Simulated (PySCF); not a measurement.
thionyl fluoride (F₂OS), SMILES O=S(F)F. Geometry: PBE0-D3(BJ)/def2-TZVP.

Computed equilibrium geometry at PBE0-D3(BJ)/def2-TZVP (PySCF confirms it by a frequency run) as Cartesian coordinates in Å, and its point group:
point group Cs.
```xyz
4

O      1.3643     0.3468     0.0000
S      0.1599    -0.4034     0.0000
F     -0.7485     0.2044     1.1520
F     -0.7485     0.2044    -1.1520
```
